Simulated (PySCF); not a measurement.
## [CrO4]3-: angle to the S4 axis varied

[CrO4]3-: Cr(V) (d1), charge -3. The structure is a model geometry with rigid ligands and bond lengths from ionic radii, not a minimum; coordination tetrahedral, point group Td, metal–donor distances 1.73 Å.

The d shell alone is too small an active space for [CrO4]3- (an active orbital has only 0.65 squared overlap with the free ion's shell): its levels, fitted parameters, g values and moments show what this model gives and aren't sound predictions.

```
5

Cr    0.000    0.000    0.000
O     0.999    0.999    0.999
O    -0.999   -0.999    0.999
O    -0.999    0.999   -0.999
O     0.999   -0.999   -0.999
```

Method (PySCF 2.14, density fitting): CASSCF(1,5) with orbitals averaged over all microstates of the shell, strongly contracted NEVPT2 on the averaged canonical orbitals; basis x2c-TZVPall on the metal, x2c-SVPall elsewhere; spin-free X2C; IEF-PCM water; spin-orbit coupling by state interaction with the mean-field operator over all roots.

The angle between each bond and z is 54.7° in a regular tetrahedron, less in an elongated one and 90° in a plane.

```json
{"angle to the S4 axis": "45.0°", "group": "D2d", "ground": "2B1 (from 2E)", "next state (NEVPT2) / cm⁻¹": "2A1 (from 2E) 2721", "orbital energies above the lowest (NEVPT2 fit) / cm⁻¹": "0 2721 7977 21519 21519", "μeff(300 K) / μB": "1.71"}
{"angle to the S4 axis": "50.0°", "group": "D2d", "ground": "2B1 (from 2E)", "next state (NEVPT2) / cm⁻¹": "2A1 (from 2E) 1447", "orbital energies above the lowest (NEVPT2 fit) / cm⁻¹": "0 1447 11790 18508 18508", "μeff(300 K) / μB": "1.72"}
{"angle to the S4 axis": "54.7°", "group": "Td", "ground": "?", "next state (NEVPT2) / cm⁻¹": "?", "orbital energies above the lowest (NEVPT2 fit) / cm⁻¹": "?", "μeff(300 K) / μB": "?"}
{"angle to the S4 axis": "60.0°", "group": "D2d", "ground": "2A1 (from 2E)", "next state (NEVPT2) / cm⁻¹": "2B1 (from 2E) 1828", "orbital energies above the lowest (NEVPT2 fit) / cm⁻¹": "0 1828 13941 13941 21646", "μeff(300 K) / μB": "1.72"}
{"angle to the S4 axis": "65.0°", "group": "D2d", "ground": "2A1 (from 2E)", "next state (NEVPT2) / cm⁻¹": "2B1 (from 2E) 3812", "orbital energies above the lowest (NEVPT2 fit) / cm⁻¹": "0 3812 12821 12821 27879", "μeff(300 K) / μB": "1.72"}
{"angle to the S4 axis": "72.0°", "group": "D2d", "ground": "2A1", "next state (NEVPT2) / cm⁻¹": "2B1 7166", "orbital energies above the lowest (NEVPT2 fit) / cm⁻¹": "0 7166 12184 12184 37107", "μeff(300 K) / μB": "1.72"}
```

Q: Fill in the row at 54.7°.

A: ground: 2E; next state (NEVPT2) / cm⁻¹: 2T2 15492; orbital energies above the lowest (NEVPT2 fit) / cm⁻¹: 0 0 15492 15492 15492; μeff(300 K) / μB: 1.72.

At 54.7° the ground state is orbitally degenerate, so the regular structure would distort there (Jahn–Teller).

Charge-transfer states lie outside this active space and may come lower than some of these levels. NEVPT2 on the d shell alone tends to put d–d bands too high for such charged or covalently bound ions.
